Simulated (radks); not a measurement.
Results of a calculation; reference values are marked as such.
Task: Ionisation of Ne3+, [He] 2s2 2p3, to Ne4+, [He] 2s2 2p2, under several functionals. Non-relativistic Kohn-Sham, spin-unpolarised, spherical densities, point nucleus; a radial shooting solver on a logarithmic mesh with Libxc functionals. The NIST Atomic Spectra Database gives 97.190 eV (semi-empirical). Rank these functionals by the error of their Delta-SCF ionisation energy: r2SCAN; LDA (Slater exchange, Perdew-Wang correlation); BP86; SOGGA; SCAN; LDA (Slater exchange, VWN5 correlation); AM05; TPSS; TASK exchange with Perdew-Wang LDA correlation; PW91; Tao-Mo meta-GGA.

Result: From best to worst: TASK exchange with Perdew-Wang LDA correlation 95.195 eV (-1.995); SCAN 94.876 eV (-2.314); r2SCAN 94.856 eV (-2.334); PW91 94.809 eV (-2.381); BP86 94.719 eV (-2.471); LDA (Slater exchange, VWN5 correlation) 94.705 eV (-2.485); TPSS 94.696 eV (-2.494); LDA (Slater exchange, Perdew-Wang correlation) 94.695 eV (-2.495); AM05 94.392 eV (-2.798); Tao-Mo meta-GGA 94.386 eV (-2.804); SOGGA 94.280 eV (-2.910). Spin polarisation and multiplet splitting are left out, so open shells lie too high by an amount that depends on their filling.

Beside tabulated values, note that spin-unpolarised runs miss the spin-polarisation part of the exchange energy of open shells.
